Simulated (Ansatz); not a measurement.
Geometry optimisation, RKS r2SCAN-D4/6-31G* (Ansatz).

The input (input.yaml):

```yaml
crystal:
  periodic: [false, false, false]
  atoms:
    - { symbol: C, position_ang: [-0.3848, 0.9854, -0.4201] }
    - { symbol: S, position_ang: [0.2015, 0.5016, 1.1882] }
    - { symbol: B, position_ang: [0.4548, -1.2799, 0.6377] }
    - { symbol: F, position_ang: [1.8295, -1.6613, 0.0771] }
    - { symbol: H, position_ang: [0.341, 0.8757, -1.2337] }
    - { symbol: H, position_ang: [-0.6914, 2.124, -0.3861] }
    - { symbol: H, position_ang: [-1.3212, 0.4583, -0.6861] }
    - { symbol: H, position_ang: [-0.3372, -2.061, 0.7671] }
basis:
  gaussian: { orbitals: "6-31G*" }
hamiltonian:
  xc: r2scan
  dispersion: d4
relax:
  f_tol: 0.015
  max_steps: 40
output:
  orbitals: {}
```

Command:

```bash
$ ansatz run input.yaml --threads 1 --pin off --max-ram 2048MiB --backend cpu --events-out ev --progress --plain --runs-dir out
```

**Question.** Where does it end, and by what steps?

**Answer.** The forces met the threshold. After 22 steps the energy has fallen by 1.547 eV; F4 moved furthest, 1.28 Å.

```csv
step,energy less start (eV),largest force component (eV/Å),accepted
0,0.0000,5.700,yes
1,-0.3960,3.888,yes
2,-0.5671,3.308,yes
3,-0.9655,0.785,yes
4,-1.0060,0.353,yes
5,-1.1281,0.629,yes
6,-1.2311,1.271,yes
7,-1.3700,0.828,yes
8,-1.4606,0.843,yes
9,-1.5187,0.363,yes
10,-1.5308,0.400,yes
11,-1.5431,0.101,yes
12,-1.5438,0.157,yes
13,-1.5457,0.026,yes
14,-1.5463,0.021,yes
15,-1.5462,0.102,no
16,-1.5463,0.080,yes
17,-1.5460,0.109,no
18,-1.5469,0.044,yes
19,-1.5469,0.046,yes
20,-1.5470,0.039,yes
21,-1.5471,0.020,yes
22,-1.5471,0.015,yes
```

```xyz
8
Properties=species:S:1:pos:R:3
C -0.472 1.041 -0.513
S 1.012 0.475 0.396
B 0.655 -1.269 0.634
F 1.550 -2.013 1.278
H -0.167 1.424 -1.491
H -0.953 1.841 0.056
H -1.175 0.215 -0.647
H -0.358 -1.772 0.231
```

Whether the end is a true minimum wasn't checked by a vibrational analysis.

The run took 46 s on 1 thread of Intel(R) Xeon(R) 6975P-C (Granite Rapids), on a shared host, peak memory 0.18 GiB.
